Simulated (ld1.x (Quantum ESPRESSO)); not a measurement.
An all-electron radial function and its pseudo partner (sulfur)

Columns: radius, all-electron u(r) and pseudo u(r) of the 3p shell (level -7.12 eV) of sulfur in the configuration [Ne] 3s1.75 3p4.25; PBEsol, scalar-relativistic, TM semilocal scheme, ld1.x (Quantum ESPRESSO) 7.5.

```json
{"r (bohr)": "0.072", "all-electron": "0.1044", "pseudo": "-0.0041"}
{"r (bohr)": "0.145", "all-electron": "0.2442", "pseudo": "-0.0166"}
{"r (bohr)": "0.217", "all-electron": "0.3203", "pseudo": "-0.0368"}
{"r (bohr)": "0.290", "all-electron": "0.3282", "pseudo": "-0.0646"}
{"r (bohr)": "0.362", "all-electron": "0.2835", "pseudo": "-0.0986"}
{"r (bohr)": "0.435", "all-electron": "0.2037", "pseudo": "-0.1387"}
{"r (bohr)": "0.507", "all-electron": "0.1061", "pseudo": "-0.1829"}
{"r (bohr)": "0.580", "all-electron": "-0.0008", "pseudo": "-0.2313"}
{"r (bohr)": "0.652", "all-electron": "-0.1065", "pseudo": "-0.2815"}
{"r (bohr)": "0.725", "all-electron": "-0.2087", "pseudo": "-0.3341"}
{"r (bohr)": "0.798", "all-electron": "-0.3030", "pseudo": "-0.3873"}
{"r (bohr)": "0.870", "all-electron": "-0.3867", "pseudo": "-0.4396"}
{"r (bohr)": "0.942", "all-electron": "-0.4605", "pseudo": "-0.4906"}
{"r (bohr)": "1.015", "all-electron": "-0.5252", "pseudo": "-0.5401"}
{"r (bohr)": "1.088", "all-electron": "-0.5798", "pseudo": "-0.5858"}
{"r (bohr)": "1.160", "all-electron": "-0.6241", "pseudo": "-0.6260"}
{"r (bohr)": "1.232", "all-electron": "-0.6597", "pseudo": "-0.6600"}
{"r (bohr)": "1.305", "all-electron": "-0.6874", "pseudo": "-0.6874"}
{"r (bohr)": "1.378", "all-electron": "-0.7076", "pseudo": "-0.7076"}
{"r (bohr)": "1.450", "all-electron": "-0.7211", "pseudo": "-0.7211"}
{"r (bohr)": "1.522", "all-electron": "-0.7288", "pseudo": "-0.7288"}
{"r (bohr)": "1.595", "all-electron": "-0.7315", "pseudo": "-0.7315"}
{"r (bohr)": "1.668", "all-electron": "-0.7298", "pseudo": "-0.7298"}
{"r (bohr)": "1.740", "all-electron": "-0.7244", "pseudo": "-0.7244"}
{"r (bohr)": "1.812", "all-electron": "-0.7159", "pseudo": "-0.7159"}
{"r (bohr)": "1.885", "all-electron": "-0.7047", "pseudo": "-0.7047"}
```

Question: How many radial nodes do the two functions have?

Answer: The all-electron 3p function has n − l − 1 = 1; the pseudo-wave has 0, since the states of the same l below it are removed with the core.

Question: At about which radius was the pseudo-wave matched?

Answer: 1.40 bohr. The columns agree to 0.0005 from 1.23 bohr on; several derivatives are matched, so the curves merge somewhat inside the radius.

Question: Where does each function peak?

Answer: Outermost all-electron maximum near 1.59 bohr, pseudo maximum near 1.59 bohr (to the table’s step).

Question: Is the pseudo-wave norm-conserving?

Answer: Yes: the TM semilocal scheme keeps the norm inside the radius equal to the all-electron one, which fixes the energy derivative of the logarithmic derivative at the level.
